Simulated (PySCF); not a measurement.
Species: C₃H₁₂GaN.
Geometry (PBE0-D3(BJ)/def2-SVP, Å), atoms numbered from 1 in this order:
```xyz
17
C3H12GaN angstrom
C     -0.3992   -0.8779    1.1784
N     -0.1591   -0.0531   -0.0060
C     -0.3423   -0.8370   -1.2277
C     -1.0360    1.1185   -0.0061
Ga     1.8796    0.6370    0.0538
H     -1.4366   -1.2595    1.1921
H     -0.2222   -0.2806    2.0829
H      0.2979   -1.7267    1.1811
H     -0.1148   -0.2119   -2.1016
H     -1.3799   -1.2097   -1.3080
H      0.3489   -1.6904   -1.2220
H     -2.0997    0.8181   -0.0227
H     -0.8444    1.7192    0.8933
H     -0.8212    1.7365   -0.8882
H      1.8297    1.4058    1.4398
H      2.6117   -0.7689    0.0144
H      1.8736    1.5046   -1.2735
```

Level of theory: core-valence-separated Tamm–Dancoff BHandHLYP/aug-pcX-1 (pcseg-1 on H, def2-SVPD on Ga) in PySCF, non-relativistic, gas phase, PBE0-D3(BJ)/def2-SVP geometry. The energies are unshifted.

The lowest roots of each edge with f over 0.003 (five at most, numbered afresh; weaker and dark ones are left out), with transition dipoles (au) in the frame of the coordinates:

```csv
root,edge,E (eV),μx,μy,μz
1,C,286.42,-0.0013,-0.0007,0.0560
2,C,286.42,0.0149,-0.0540,-0.0004
3,C,286.42,0.0555,0.0155,0.0015
4,C,287.16,-0.0113,0.0344,0.0429
5,C,287.16,0.0144,-0.0407,0.0357
6,N,402.21,-0.0259,-0.0088,-0.0007
7,N,402.66,0.0176,-0.0513,-0.0072
8,N,402.66,-0.0009,0.0073,-0.0541
9,N,403.04,-0.0436,-0.0147,-0.0013
```

**Question.** What are the oscillator strengths?

**Answer.** f = (2/3) ΔE |μ|², with ΔE in hartree (27.2114 eV):

```json
{"root": "1", "ΔE (Eh)": "10.5256", "|μ|² (au)": "0.003140", "f": "0.022", "core hole on": "C1/C3/C4"}
{"root": "2", "ΔE (Eh)": "10.5256", "|μ|² (au)": "0.003140", "f": "0.022", "core hole on": "C1/C3/C4"}
{"root": "3", "ΔE (Eh)": "10.5257", "|μ|² (au)": "0.003324", "f": "0.023", "core hole on": "C1/C3/C4"}
{"root": "4", "ΔE (Eh)": "10.5529", "|μ|² (au)": "0.003155", "f": "0.022", "core hole on": "C1/C3/C4"}
{"root": "5", "ΔE (Eh)": "10.5529", "|μ|² (au)": "0.003136", "f": "0.022", "core hole on": "C1/C3/C4"}
{"root": "6", "ΔE (Eh)": "14.7809", "|μ|² (au)": "0.000749", "f": "0.007", "core hole on": "N2"}
{"root": "7", "ΔE (Eh)": "14.7973", "|μ|² (au)": "0.002993", "f": "0.029", "core hole on": "N2"}
{"root": "8", "ΔE (Eh)": "14.7973", "|μ|² (au)": "0.002981", "f": "0.029", "core hole on": "N2"}
{"root": "9", "ΔE (Eh)": "14.8115", "|μ|² (au)": "0.002120", "f": "0.021", "core hole on": "N2"}
```

**Question.** Molecules are fixed in this frame and the field points along (0, 1, 1)/√2. What effective strengths 3 f cos²θ do the roots have (θ between field and μ)?

**Answer.** root 1 (C1/C3/C4): 0.032, root 2 (C1/C3/C4): 0.031, root 3 (C1/C3/C4): 0.003, root 4 (C1/C3/C4): 0.063, root 5 (C1/C3/C4): 0.000, root 6 (N2): 0.001, root 7 (N2): 0.051, root 8 (N2): 0.032, root 9 (N2): 0.004. Root 4 is the strongest. Averaged over all orientations cos²θ is 1/3, which gives f back. For degenerate partners only the sum has meaning, as the program may mix them freely.

 The BHandHLYP/aug-pcX-1 (pcseg-1 on H, def2-SVPD on Ga) calculation is non-relativistic and has no spin–orbit coupling, an omission that weighs most on gallium.

Hardware: one thread, Arm Neoverse V2 (aarch64) (shared host). Cost: 22 s, 0.96 GiB resident at most.
